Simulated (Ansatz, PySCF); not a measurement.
Pulling on the Si1–Ge2 bond in GeH6Si (SMILES [SiH3][GeH3]) (multiplicity 1 held, fragments rigid). Energies count from the point at 2.388 Å.
Geometry at that point (charge 0, multiplicity 1):
```xyz
8

Si    -1.604    -0.128     0.021
Ge     0.776     0.062    -0.010
H     -2.177     0.818     1.007
H     -1.999    -1.507     0.393
H     -2.156     0.183    -1.319
H      1.204     1.490    -0.396
H      1.388    -0.915    -1.030
H      1.367    -0.258     1.375
```

R- and RO- levels are restricted; in cc, def2 and unpolarised 6-31G sets they are followed outwards from rest. U- levels take the lowest unrestricted solution at each point, which mixes spins at long bonds. Active spaces are followed from a long bond inwards. Levels need not reach the same state.

Frozen-core correlation. Filled d and f shells under p-block atoms count as core. Rows in LANL2DZ carry no dispersion term and start afresh at each structure. LANL2DZ brings its own core potentials from Na on.

Programs: Ansatz (Gaussian basis) for Hartree–Fock, density functionals and correlated methods; PySCF for LANL2DZ rows. Each number belongs to the level named beside it.

Energies in kcal/mol.

```
R (Å)  U-HF/LANL2DZ  R-wB97X-V/def2-TZVPP  U-wB97X-V/def2-TZVPP  FIC-MRCISD+Q on CASSCF(2,2)/def2-TZVPP
-----  ------------  --------------------  --------------------  --------------------------------------
1.910          56.6                  49.6                  49.6                                    54.7
2.149          10.9                   8.5                   8.5                                    10.4
2.388           0.0                   0.0                   0.0                                     0.0
2.627           4.9                   6.0                   6.0                                     4.8
2.865          16.1                  18.0                  18.0                                    15.6
3.224          35.1                  38.9                  38.9                                    34.1
3.582          44.7                  58.8                  58.4                                    49.8
4.179          49.9                  86.0                  72.9                                    65.6
4.776          51.1                 105.8                  77.1                                    71.5
5.492          51.4                 122.1                  78.4                                    73.3
6.447          51.4                 135.2                  78.8                                    73.7
7.641          51.4                 143.4                  78.8                                    73.8
```

Doubts at one or more of the structures used: a spin-contaminated determinant (U-HF/LANL2DZ, U-wB97X-V/def2-TZVPP); a restricted determinant that unrestricted orbitals would lower (R-wB97X-V/def2-TZVPP).

Ansatz is a quantum-chemistry and plane-wave program.
